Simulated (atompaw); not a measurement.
## Which change was made? (Al, PAW (atompaw))

```
Element                 : aluminium
Generator               : atompaw 4.2.0.5
Type                    : PAW
Functional              : PBEsol
Relativity              : non-relativistic
Frozen core             : [Ne]
Valence charge          : 3
Reference configuration : 3s2 3p1
Partial waves           : 3s (bound): rc 2.30 bohr; 3s channel at -0.25 Ry: rc 2.20 bohr; 3p (bound): rc 2.30 bohr; 3p channel at 0.9 Ry: rc 2.30 bohr
Local potential         : vpsmatchnc scheme with l = 2 at 0.5 Ry, radius 1.75 bohr
Core correction         : smooth core density matched at 1.30 bohr
Augmentation charge     : sinc compensation charge, radius 1.80 bohr; PAW radius 2.30 bohr; waves and projectors: custom rrkj vanderbiltortho
```

Cutoffs, loose and tight: the cutoffs (Ry, on a coarse ladder) from which the occupation-weighted sum of valence levels, in a spherical-Bessel basis at the reference potential, stays within 10 and 1 mRy of its value at 400 Ry. They see the waves, projectors and local potential, not the compensation charge or the core.

The base gives: outcome: generated; cutoff, loose: 6 Ry; cutoff, tight: 8 Ry; bound ghosts: s.

(1) After one change the result is: outcome: generated; cutoff, loose: 10 Ry; cutoff, tight: 25 Ry; bound ghosts: s, p. Which change was it?
A. all radii scaled by about 0.83 (s 1.90, p 1.90 bohr); local potential vpsmatchnc scheme with l = 2 at 0.5 Ry, radius 1.44 bohr; augmentation sinc compensation charge, radius 1.48 bohr; PAW radius 1.90 bohr; waves and projectors: custom rrkj vanderbiltortho; core correction smooth core density matched at 1.08 bohr
B. all radii scaled by about 1.14 (s 2.62, p 2.62 bohr); local potential vpsmatchnc scheme with l = 2 at 0.5 Ry, radius 1.98 bohr; augmentation sinc compensation charge, radius 2.04 bohr; PAW radius 2.62 bohr; waves and projectors: custom rrkj vanderbiltortho; core correction smooth core density matched at 1.48 bohr
C. all radii scaled by about 0.76 (s 1.74, p 1.74 bohr); local potential vpsmatchnc scheme with l = 2 at 0.5 Ry, radius 1.32 bohr; augmentation sinc compensation charge, radius 1.36 bohr; PAW radius 1.74 bohr; waves and projectors: custom rrkj vanderbiltortho; core correction smooth core density matched at 0.98 bohr

Answers

(1) C. The others give: all radii scaled by about 0.83 (s 1.90, p 1.90 bohr); local potential vpsmatchnc scheme with l = 2 at 0.5 Ry, radius 1.44 bohr; augmentation sinc compensation charge, radius 1.48 bohr; PAW radius 1.90 bohr; waves and projectors: custom rrkj vanderbiltortho; core correction smooth core density matched at 1.08 bohr → outcome: generated; cutoff, loose: 8 Ry; cutoff, tight: 12 Ry; bound ghosts: s | all radii scaled by about 1.14 (s 2.62, p 2.62 bohr); local potential vpsmatchnc scheme with l = 2 at 0.5 Ry, radius 1.98 bohr; augmentation sinc compensation charge, radius 2.04 bohr; PAW radius 2.62 bohr; waves and projectors: custom rrkj vanderbiltortho; core correction smooth core density matched at 1.48 bohr → outcome: generated; cutoff, loose: 6 Ry; cutoff, tight: 8 Ry; bound ghosts: none.
